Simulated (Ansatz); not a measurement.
Two isomers of C2H6BFO: A = `BOC(C)F`, B = `CBC(O)F`.

Calculated with Ansatz (gas phase, PBE0-D4/def2-TZVP geometries, no zero-point term in ΔE). CCSD(T)/CBS is the MP2 limit (def2-TZVPP, def2-QZVPP) plus CCSD(T) − MP2 in def2-TZVPP, frozen cores. Functionals use def2-TZVPP. B3LYP here is the variant with VWN-RPA as its local correlation; programs differ in this. Each species was taken in one conformer, which may not be the lowest.

A:

```xyz
11

B     1.301   -1.148   -1.040
O     0.760    0.011   -0.617
C    -0.534    0.063   -0.092
C    -0.586    1.017    1.064
F    -1.360    0.512   -1.093
H     2.398   -1.093   -1.507
H     0.686   -2.173   -0.923
H    -0.871   -0.947    0.167
H    -1.609    1.098    1.432
H    -0.239    2.000    0.740
H     0.055    0.661    1.870
```

B:

```xyz
11

C    -1.176    0.939   -0.755
B    -0.418    0.304    0.435
C     0.857   -0.624    0.222
O     0.879   -1.644    1.142
F     1.940    0.257    0.440
H    -0.645    1.888   -0.941
H    -1.127    0.375   -1.690
H    -2.208    1.216   -0.537
H    -0.684    0.563    1.572
H     1.014   -1.000   -0.798
H     1.568   -2.275    0.911
```

**Question.** Which isomer does CCSD(T)/CBS put lower? Give the gap. (An estimate is asked.)

**Answer.** The calculation gave: A, by 127.5 kJ/mol.

**Question.** Give E(B) − E(A) in kJ/mol with B3LYP-D4, PBE-D4, CCSD(T)/def2-TZVPP, ωB97M-V, PBE0-D4, B3LYP, HF/def2-TZVPP. (Best estimate.)

**Answer.** The calculation gave: B3LYP-D4 125.2, PBE-D4 114.7, CCSD(T)/def2-TZVPP 130.0, ωB97M-V 125.1, PBE0-D4 120.0, B3LYP 124.7, HF/def2-TZVPP 138.8. None reverses the order clearly.

Largest T1 diagnostic: 0.013.

In def2-TZVPP, CCSD(T) changes the Hartree–Fock value by −8.8 kJ/mol (the triples alone add +0.0 kJ/mol) and MP2 by −7.2 kJ/mol. From PBE to PBE0 (25 % exact exchange), in def2-TZVPP and without D4, E(B) − E(A) moves by +5.4 kJ/mol.
